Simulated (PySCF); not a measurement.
Work out the structure from these simulated measurements.

Elements present: C, H, N, O and Si. Monoisotopic mass: 113.0297 u.

| Item | Value |
| --- | --- |
| Rotational structure | rotational constants A, B, C: 3.967, 1.557, 1.272 GHz [GFN2-xTB] |
| 1H NMR | chemical shifts (computed TMS as zero) by class: 5.92 (1 H), 4.95 (1 H), 4.95 (1 H), 2.84 (1 H), 0.56 (3 H) ppm [GIAO PBE0/pcSseg-1] |
| NMR, other nuclei | isotropic shieldings of nuclei other than C and H, by class: -34 (1 N), 277 (1 O), 314 (1 Si) ppm [GIAO PBE0/pcSseg-1] |
| Triplet | lowest triplet excitation (Tamm–Dancoff): 6.18 eV [TDA CAM-B3LYP/def2-SVPD] |
| Polarisability | 75.4 au [CAM-B3LYP/def2-SVPD] |
| 13C NMR | chemical shifts (computed TMS as zero) by class: 123.6 (1 C), 73.3 (1 C), 20.7 (1 C), 3.7 (1 C) ppm [GIAO PBE0/pcSseg-1] |
| Dipole | 4.40 D [CAM-B3LYP/def2-SVPD] |
| UV, first state | lowest singlet excitation: 6.77 eV (183 nm, f = 0.012) [TDDFT CAM-B3LYP/def2-SVPD] |

The electronic properties come from PySCF, for the isolated species, density fitting. Levels stand in brackets. Isolated species at its GFN2-xTB geometry, gas phase. NMR classes are plain means over equivalent atoms (diastereotopic ones count apart unless rotation or inversion swaps them), as if these changed places fast.

Question: Which formula fits the mass and the elements?

Answer: C4H7NOSi (calculated 113.0297). No other formula that holds each of these elements comes within 0.0003 u with a fitting electron parity and a possible valence count.

Question: Propose a structure and show how it fits.

Answer: Numbering: `[CH3:1][Si@@H:2]1[O:3][CH2:4][C@H:5]1[C:6]#[N:7]`. Its formula, C4H7NOSi, gives 3 degrees of unsaturation: 1 ring and 2 π bonds in the structure found. 4 carbons fall into 4 classes; from least to most shielded: nitrile carbon [C6] (123.6 ppm), ring sp3 carbon bound to oxygen [C4] (73.3 ppm), ring sp3 carbon bound to silicon [C5] (20.7 ppm), Si-methyl carbon [C1] (3.7 ppm). Hydrogen classes from least to most shielded: 1 H on an oxygen-bound silicon, Si2 (5.92 ppm), 1 H on an sp3 carbon bound to oxygen, C4 (4.95 ppm), 1 H on an sp3 carbon bound to oxygen, C4 (4.95 ppm), 1 H on an sp3 carbon bound to silicon, C5 (2.84 ppm), 3 H on an Si-methyl carbon, C1 (0.56 ppm). The other shieldings belong to: -34 ppm, nitrile nitrogen [N7]; 277 ppm, silyl ether oxygen [O3]; 314 ppm, oxygen-bound silicon [Si2]. The optimised geometry has point group C1 and is an asymmetric top. Structure: `C[Si@@H]1OC[C@H]1C#N`. Computed isomers that give other values at the same levels: `C#C/C=N\[SiH2]OC` (13C chemical shifts (computed TMS as zero) by class: 156.7 (1 C), 89.2 (1 C), 82.6 (1 C), 53.1 (1 C) ppm); `C#C/C=N/[SiH2]OC` (13C chemical shifts (computed TMS as zero) by class: 155.9 (1 C), 88.7 (1 C), 87.2 (1 C), 52.7 (1 C) ppm); `C[SiH2]c1cnoc1` (13C chemical shifts (computed TMS as zero) by class: 169.9 (1 C), 156.2 (1 C), 112.8 (1 C), -5.6 (1 C) ppm). The assignments are read from this structure; whether some other isomer fits the data as well wasn't checked. The mirror image fits equally.
